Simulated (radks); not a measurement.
Values are calculated unless marked as measured or tabulated.
Species: Eu3+. Configuration: [Xe] 4f4 5d1 6p1 (not the ground configuration). Level of theory: Dirac Kohn-Sham, PBE, spin-unpolarised, spherical densities, point nucleus; open shells fill j = l - 1/2 first (a radial shooting solver on a logarithmic mesh with Libxc functionals).

Spin-orbit splittings of the eigenvalues, e(l+1/2) - e(l-1/2), with zeta = 2 splitting/(2l+1) and mean radii in bohr:

| shell | occ. | splitting (eV) | zeta (eV) | <r> j=l-1/2 | <r> j=l+1/2 |
|---|---|---|---|---|---|
| 2p | 6 | 647.9 | 431.9 | 0.07908 | 0.08581 |
| 3p | 6 | 132.0 | 88.00 | 0.2389 | 0.2517 |
| 3d | 10 | 28.69 | 11.48 | 0.2237 | 0.2277 |
| 4p | 6 | ? | ? | 0.5750 | 0.6032 |
| 4d | 10 | 5.416 | 2.166 | 0.6373 | 0.6471 |
| 4f | 4 | 0.7882 | 0.2252 | 0.7859 | 0.7928 |
| 5p | 6 | 4.894 | 3.263 | 1.422 | 1.494 |
| 5d | 1 | 0.5765 | 0.2306 | 1.939 | 1.969 |
| 6p | 1 | 0.8844 | 0.5896 | 3.370 | 3.504 |

Estimate the 4p splitting.

Answer. 29.67 eV (zeta = 19.78 eV).
